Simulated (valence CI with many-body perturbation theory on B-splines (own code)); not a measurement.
## E1 transitions of Lu

Level of theory: relativistic CI+MBPT: three valence electrons over a frozen Dirac-Fock core [Xe] 4f14, radial functions for each j: 7 s, 7 p, 8 d, 6 f, 4 g, 1 h, with the one-electron correlation potential Σ1, the two-electron term Σ2, the three-electron term Σ3, Breit, model QED; selected CI, second order for the rest, scaled by the run's own slope (own B-spline code, finite nucleus).

Set against measurement, 45 paired levels are off by 481 cm⁻¹ on average, the worst by 992. These come from a selection out of the NIST Handbook of Basic Atomic Spectroscopic Data. Levels without a partner in it may be off by more, other configurations by 1,000 to 4,000 cm⁻¹. 1 measured level below the end of the list, from 25861 cm⁻¹ on, found no clear computed partner, and computed levels of the same name lie up to 3708 cm⁻¹ from them.

Lines 1 to 50 of 220 in falling wavelength, among levels below 4.366 eV, chosen from the strongest by gf and those to the six lowest levels. Wavelengths and rates use the calculated energies, so an error of 500 cm⁻¹ moves a line at 23850 Å by 12 % and its rate by three times that or more. Electric multipoles are in the length gauge, E1 and E2 with the static RPA response of the core. Weak lines are less certain than strong ones. Lines between different terms over intervals too small for the method are left out, as are lines whose strength nearly cancels and 61 of this kind that miss the measured wavelength by over 7 %. The highest levels of a list are the least certain.

Names give the largest LS component (configuration and term), which can be under half, so a name can repeat, a term be missing and a line seem to break the LS rules; names also repeat where a configuration has a term twice. Letters in brackets count levels of one name in rising energy.

```
λ vac (Å)  λ from measured levels               Upper               Lower   A (s⁻¹)  log gf  Branch %
    24940                                5d²6s ²D_5/2  5d6s6p ²D°_5/2 [a]  8.48e+03   -2.32       0.6
    24620                                5d²6s ⁴P_5/2      5d6s6p ⁴F°_5/2  7.38e+02   -3.40       0.1
    24610                                6s6p² ⁴P_3/2       6s²7p ²P°_1/2  1.16e+04   -2.38       0.0
    23850                   22380        5d²6s ²G_7/2      5d6s6p ⁴D°_7/2  5.47e+00   -5.43       0.0
    23660                                6s²8s ²S_1/2       6s²7p ²P°_3/2  3.13e+06   -0.28       7.1
    23540                                5d²6s ²D_5/2      5d6s6p ⁴D°_3/2  2.21e+03   -2.96       0.2
    23390                                6s6p² ⁴P_3/2  5d6s6p ²D°_3/2 [b]  5.27e+02   -3.76       0.0
    22890                          5d6s6p ²D°_3/2 [b]        5d²6s ²D_5/2  2.27e+04   -2.15       0.0
    22640                   24180       6s²6p ²P°_1/2        5d6s² ²D_3/2  2.40e+05   -1.43     100.0
    21590                                6s6p² ⁴P_5/2       6s²7p ²P°_3/2  1.18e+05   -1.31       0.4
    20830                   19840        5d²6s ⁴P_3/2      5d6s6p ⁴F°_3/2  5.45e+00   -5.85       0.0
    20560                          5d6s6p ²F°_5/2 [b]        5d²6s ²D_5/2  3.73e+02   -3.85       0.0
    19930                                5d²6s ²D_5/2      5d6s6p ⁴F°_7/2  1.44e+03   -3.29       0.1
    19760                   18580        5d²6s ²G_7/2      5d6s6p ⁴F°_9/2  2.20e+02   -3.99       1.1
    19700                   18850       6s²7p ²P°_1/2        6s²7s ²S_1/2  4.38e+06   -0.29       3.3
    19670                   20940  5d6s6p ²F°_7/2 [a]        5d²6s ²F_5/2  3.22e+04   -1.83       0.4
    19520                                5d²6s ⁴P_5/2      5d6s6p ⁴F°_3/2  2.97e+02   -3.99       0.0
    19440                                6s²8s ²S_1/2       6s²7p ²P°_1/2  2.06e+06   -0.63       4.7
    18990                                6s6p² ⁴P_5/2  5d6s6p ²F°_5/2 [b]  9.16e+02   -3.53       0.0
    18660                                6s²8s ²S_1/2  5d6s6p ²D°_3/2 [b]  8.43e+05   -1.06       1.9
    18650                          5d6s6p ²F°_5/2 [a]        5d²6s ⁴P_5/2  8.33e+02   -3.58       0.0
    18260                   17330        5d²6s ²G_7/2      5d6s6p ⁴D°_5/2  1.86e+01   -5.13       0.1
    18180                               6s²7p ²P°_3/2        5d²6s ²D_5/2  3.67e+05   -1.14       0.3
    17590                   18010  5d6s6p ²F°_5/2 [a]        5d²6s ⁴P_3/2  1.08e+04   -2.52       0.0
    17370                   16630        5d²6s ²D_3/2      5d6s6p ⁴F°_5/2  1.05e+04   -2.72       0.2
    17350                                6s6p² ⁴P_5/2  5d6s6p ²D°_3/2 [b]  5.39e+04   -1.84       0.2
    17300                   16110        5d²6s ²F_5/2      5d6s6p ⁴F°_5/2  4.58e+00   -5.91       0.0
    16680                   15720       6s²7p ²P°_3/2        6s²7s ²S_1/2  5.33e+06   -0.05       4.3
    16620                   17650  5d6s6p ²F°_5/2 [b]        5d²6s ²D_3/2  5.96e+03   -2.83       0.0
    16310                                6s6p² ⁴P_3/2  5d6s6p ²F°_5/2 [a]  3.25e+03   -3.29       0.0
    16300                          5d6s6p ²P°_3/2 [a]        5d²6s ²D_5/2  3.20e+05   -1.29       0.2
    16230                   17280      5d6s6p ⁴P°_5/2        5d²6s ⁴F_5/2  3.11e+04   -2.13       1.1
    16190                                6s6p² ⁴P_5/2  5d6s6p ²F°_7/2 [a]  1.37e+04   -2.49       0.0
    16140                   15320        5d²6s ²G_7/2  5d6s6p ²D°_5/2 [a]  1.02e+04   -2.50      49.6
    15710                          5d6s6p ²F°_7/2 [b]        5d²6s ²D_5/2  6.56e+03   -2.71       0.0
    15620                   15000        5d²6s ²P_1/2  5d6s6p ²D°_3/2 [a]  2.63e+05   -1.72       1.5
    15460                   15530        5d²6s ²S_1/2      5d6s6p ⁴P°_3/2  2.87e+05   -1.69       0.7
    15060                   15060        5d²6s ²S_1/2      5d6s6p ⁴P°_1/2  4.94e+04   -2.47       0.1
    14980                   15770      5d6s6p ⁴P°_5/2        5d²6s ⁴F_3/2  9.88e+02   -3.70       0.0
    14700                          5d6s6p ²F°_7/2 [a]        5d²6s ⁴P_5/2  6.77e+04   -1.76       0.9
    14670                   14100        5d²6s ²D_3/2      5d6s6p ⁴F°_3/2  2.11e+03   -3.57       0.0
    14620                   13730        5d²6s ²F_5/2      5d6s6p ⁴F°_3/2  2.17e+04   -2.38       5.2
    14470                                5d²6s ²D_5/2      5d6s6p ⁴F°_5/2  4.95e+03   -3.03       0.4
    14330                          5d6s6p ²D°_5/2 [b]        5d²6s ²D_5/2  2.68e+03   -3.31       0.0
    13880                   13230        5d²6s ²G_7/2      5d6s6p ⁴F°_7/2  8.81e+03   -2.69      42.7
    13860                          5d6s6p ²D°_3/2 [b]        5d²6s ⁴P_5/2  1.97e+05   -1.64       0.1
    13800                   12960        5d²6s ²P_3/2      5d6s6p ⁴D°_5/2  4.63e+01   -5.28       0.0
    13770                   13160        5d²6s ²P_1/2      5d6s6p ⁴D°_3/2  1.25e+04   -3.15       0.1
    13770                   14680  5d6s6p ²P°_3/2 [a]        5d²6s ²F_5/2  3.35e+04   -2.42       0.0
    13720                   14280  5d6s6p ²P°_3/2 [a]        5d²6s ²D_3/2  1.01e+05   -1.94       0.1
```
